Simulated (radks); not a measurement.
Initial-state core-level shifts of the germanium ion Ge+ when its valence configuration changes from [Ar] 3d10 4s2 4p1. All-electron calculation, Dirac Kohn-Sham, BLYP, spin-unpolarised, spherical densities, point nucleus; open shells fill j = l - 1/2 first. Program: a radial shooting solver on a logarithmic mesh with Libxc functionals. Shifts are changes of the shell-averaged eigenvalues in eV (positive: less bound).

| valence | 1s | 2p | 3s | 3p |
|---|---|---|---|---|
| 3d8 4s2 4p3 | -25.156 | -27.545 | -22.746 | -22.277 |
| 3d9 4s2 4p2 | -12.061 | -13.163 | -11.107 | -10.877 |
| 3d10 4s1 4p2 | -1.714 | -1.650 | -1.697 | -1.691 |
| 3d10 4p3 | -3.459 | -3.320 | -3.419 | -3.407 |
| 3d9.5 4s2 4p1.5 | -5.917 | -6.441 | -5.497 | -5.384 |
| 3d9.5 4p3.5 | -9.295 | -9.692 | -8.828 | -8.700 |
